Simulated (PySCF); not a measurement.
## Working out the electron affinity of Zr

Zr⁻ [Kr] 4d3 5s2 (4F) → Zr [Kr] 4d2 5s2 (3F). All numbers are calculated (PySCF 2.14, a scalar-relativistic core potential, in def2-QZVPPD with the def2 core potential (28 electrons) (7s5p4d3f2g, 81 functions)). Frozen: 4s2 4p6. Energies in hartree (1 hartree = 27.21139 eV):

```json
{"part": "UHF", "Zr⁻ (lower)": "-46.428092", "Zr (upper)": "-46.445699"}
{"part": "CCSD correlation", "Zr⁻ (lower)": "-0.080002", "Zr (upper)": "-0.058364"}
{"part": "(T)", "Zr⁻ (lower)": "-0.006543", "Zr (upper)": "-0.003157"}
```

Q: What does Hartree-Fock give?

A: (-46.445699) − (-46.428092) = -0.017607 hartree = -0.479 eV.

Q: What do CCSD and CCSD(T) give?

A: The CCSD correlation energies differ by 0.021638 hartree = 0.589 eV and the triples by 0.003386 hartree = 0.092 eV, so CCSD gives 0.110 eV and CCSD(T) 0.202 eV.

Reference: 0.433 eV (measured; photodetachment measurements, as compiled on the Wikipedia data page of electron affinities), between the lowest levels; spin-orbit coupling is absent from the calculation.

The coupled-cluster amplitudes are large, so a single reference is strained.

What remains against the reference includes basis incompleteness, the frozen core and higher excitations.
